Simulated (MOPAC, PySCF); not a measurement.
C$_{3}$H$_{2}$O, SMILES `C#CC=O`, neutral singlet in the gas phase. 

Cartesian coordinates (Å):
```xyz
6

C      1.4244     0.3816    -0.4235
C      0.3030     0.1099    -0.0881
C     -1.0320    -0.2759     0.3069
O     -1.8921     0.5070     0.6277
H      2.4125     0.6429    -0.7176
H     -1.2159    -1.3654     0.2947
```
Charge 0, multiplicity 1.

All levels are single points at this geometry (B3LYP-D3(BJ)/def2-TZVP); Pople sets use spherical d functions. Orbital energies aren't observables, and empty levels follow the basis.

```tsv
level	HOMO (eV)	LUMO (eV)	gap (eV)	dipole (D)	vertical IE, Delta-SCF (eV)
PBE-D3(BJ)/def2-TZVP in PySCF	-6.47	-3.22	3.24	2.82	10.45
ωB97X-D3(BJ)/def2-TZVP in PySCF	-10.82	0.05	10.87	2.92	10.73
PBE/6-31G* in PySCF	-6.05	-2.79	3.26	2.71	–
HF/STO-3G in PySCF	-9.35	6.16	15.51	1.73	–
PM6 in MOPAC	-10.65	-0.51	10.14	3.19	–
PM7 in MOPAC	-10.69	-0.36	10.33	2.97	–
```
